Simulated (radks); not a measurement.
Results of a calculation; reference values are marked as such.
Ni+, 27 electrons, occupied as [Ar] 3d9. Code: a radial shooting solver on a logarithmic mesh with Libxc functionals. Model: Dirac Kohn-Sham, PBE, spin-unpolarised, spherical densities, finite nucleus; open shells fill j = l - 1/2 first; Fermi nuclear charge, rms radius 3.7757 fm.

Normalised radial functions P(r) = r R(r) (large component), r in bohr:

r           3p3/2
0.00424    0.0042
0.005434   0.0068
0.006963   0.0109
0.008923   0.0173
0.01143    0.0274
0.01465    0.0429
0.01863    0.0655
0.02387    0.0997
0.03059    0.1488
0.0392     0.2162
0.05023    0.3037
0.06437    0.4083
0.08249    0.5178
0.1057     0.6067
0.1355     0.6340
0.1722     0.5540
0.2207     0.3215
0.2828    -0.0641
0.3624    -0.5357
0.4643    -0.9612
0.595     -1.1939
0.7625    -1.1600
0.9771    -0.9118
1.252     -0.5832
1.592     -0.3072
2.04      -0.1236
2.614     -0.0367
3.35      -0.0074
4.293     -0.0009

3p3/2: eigenvalue -74.081 eV, 1 radial node at r = 0.273 bohr, <r> = 0.789 bohr, 90 % of the charge inside 1.22 bohr.
